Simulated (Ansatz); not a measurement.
Ideal-gas functions of C$_{2}$H$_{4}$BClO (`ClB1CCO1`) at 400 K and 1 bar, from an Ansatz frequency run at PBE0-D4/def2-TZVP.

Molar mass 90.32 g/mol, point group Cs (symmetry number 1), electronic degeneracy 1, moments of inertia 42.6, 200.197, 236.375 u Å². Harmonic wavenumbers (cm⁻¹, unscaled): 168, 289, 388, 461, 773, 827, 928, 960, 967, 1088, 1165, 1169, 1203, 1276, 1385, 1437, 1515, 3084, 3110, 3142, 3167.

Use S(trans) = R[1.5 ln M + 2.5 ln T − 1.1517]; rotational temperatures θ = 24.2544 K / I; S(rot) = R[ln(√π/σ · √(T³/θAθBθC)) + 1.5]; for each mode x = 1.438777 ν̃/T, S = R[x/(eˣ − 1) − ln(1 − e⁻ˣ)] and H = RT x/(eˣ − 1); 1 cm⁻¹ = 0.0119627 kJ/mol; R = 8.31446 J/(mol·K).

**Question.** By hand: the entropy, in J/(mol·K).

**Answer.** Translation 171.1. Rotation: θ = 0.5694, 0.1212, 0.1026 K, giving 112.5. Vibration, mode by mode: 12.63, 8.36, 6.19, 5.00, 2.06, 1.77, 1.32, 1.21, 1.18, 0.83, 0.66, 0.65, 0.59, 0.48, 0.34, 0.29, 0.23, 0.00, 0.00, 0.00, 0.00, in all 43.8. Electronic 0.0. Sum 327.4 J/(mol·K).

**Question.** By hand: H − E and G − E in kJ/mol, counted from the electronic energy.

**Answer.** Zero-point energy ½ × 28502 × 0.0119627 = 170.5; thermal vibration 10.8; translation, rotation and pV give 4 RT = 13.3. H − E = 194.6 kJ/mol, and G − E = 194.6 − 400 × 327.4/1000 = 63.6 kJ/mol.

Vibration gives 13 % of the entropy.
